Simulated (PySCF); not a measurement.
Computed shifts of a molecule C4H7FO, PBE/pcSseg-1 in PySCF, GIAO, gas phase, equivalent atoms averaged, in ppm (number of nuclei): ¹³C: 78.3 (1), 71.4 (1), 27.2 (1), 15.1 (1). ¹⁹F: -251.5 (1). ¹H: 4.93 (1), 4.33 (1), 2.71 (1), 1.35 (1), 1.17 (1), 1.00 (1), -0.41 (1). References: ¹⁷O against H2O (σ = 334.3 ppm); ¹³C against TMS (σ = 182.0 ppm); ¹⁹F against CFCl3 (σ = 133.6 ppm); ¹H against TMS (σ = 31.49 ppm), references at their B3LYP-D3(BJ)/def2-TZVP geometries, non-relativistic. Geometry optimised at PBE0-D3(BJ)/def2-SVP. Other conformers were not sampled.

Question: Pick the molecule that these values belong to.
A) OC[C@H]1C[C@@H]1F
B) CC[C@@H](F)C=O
C) C[C@]1(F)C[C@H]1O
D) O[C@H]1CC[C@@H]1F

Answer: A, OC[C@H]1C[C@@H]1F
